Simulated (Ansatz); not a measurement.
Reaction (substitution at a C–C bond): `C=CC(C)C` + `[OH][AlH2]` → `CC(C)[O][AlH2]` + `C=C`

Calculated with Ansatz (gas phase, PBE0-D4/def2-TZVP geometries, no zero-point term in ΔE). CBS: MP2 limit from def2 TZ/QZ plus the TZ coupled-cluster correction, frozen cores. This one scheme is used for every species. DFT in def2-TZVPP. HSE06 is defined as in plane-wave codes. One conformer a species, not always the lowest.

```
         level  ΔE (kJ/mol)  difference from CCSD(T)/CBS
   LDA (SPW92)         47.2                         -3.5
        PBE-D4         46.9                         -3.8
       BLYP-D4         40.4                        -10.3
       PBE0-D4         48.4                         -2.3
    r2SCANh-D4         46.0                         -4.7
      HSE06-D4         48.4                         -2.3
      BHLYP-D4         40.8                         -9.9
        r2SCAN         45.0                         -5.7
       r2SCANh         45.8                         -4.9
   HF/def2-SVP         27.2                        -23.5
  MP2/def2-SVP         48.6                         -2.1
 CCSD/def2-SVP         38.0                        -12.7
 HF/def2-TZVPP         37.2                        -13.5
MP2/def2-TZVPP         58.8                          8.1
MP2/def2-QZVPP         59.6                          8.9
  HF/CBS(def2)         37.1                        -13.6
   CCSD(T)/CBS         50.7                            0
```

Largest T1 diagnostic among the species: 0.012.

Leaving LDA and LC-ωPBE aside and taking each functional with its dispersion term where it has one, the values, not all of them listed here, spread over 12.3 kJ/mol, from BLYP-D4 to PBE-QIDH. In def2-TZVPP, CCSD(T) changes the Hartree–Fock value by +12.1 kJ/mol (the triples alone add +1.0 kJ/mol) and MP2 by +21.6 kJ/mol. At CCSD(T), def2-SVP lies −12.2 kJ/mol from the extrapolated value and def2-TZVPP −1.4 kJ/mol.

CCSD(T)/CBS has its own doubt, a few kJ/mol and more with outer-core shells, so smaller differences from it don't rank the levels.
